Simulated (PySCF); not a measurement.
Computed IR spectrum (relative IR intensity) of a molecule CH₈FNOSi₂. Geometry: PBE0-D3(BJ)/def2-SVP. Other conformers were not sampled. Calculation: PBE0-D3(BJ)/def2-SVP in PySCF 2.14.0. Frequencies are harmonic and unscaled.

Lines under 2 % of the strongest are left out, and lines within 2 cm⁻¹ are merged.

```
ν (cm⁻¹)  relative intensity
--------  ------------------
171                      3.3
243                      3.5
287                      8.9
321                      7.6
420                       71
457                      2.4
514                       12
686                       24
725                      9.0
774                       10
815                       94
841                      100
878                       20
913                       32
936                       22
961                       54
1172                      61
1219                      57
1475                     7.8
1548                      20
2175                      46
2189                      40
2258                      48
3006                      27
3081                      14
3138                     9.5
3612                      15
3711                      16
```

Question: Identify the compound among the candidates.
(A) CO[SiH2][Si@@H](N)F
(B) N[Si@@H](CF)[SiH2]O
(C) C[SiH2]N[Si@H](O)F
(D) N[Si@H](F)CO[SiH3]

Answer: A, CO[SiH2][Si@@H](N)F
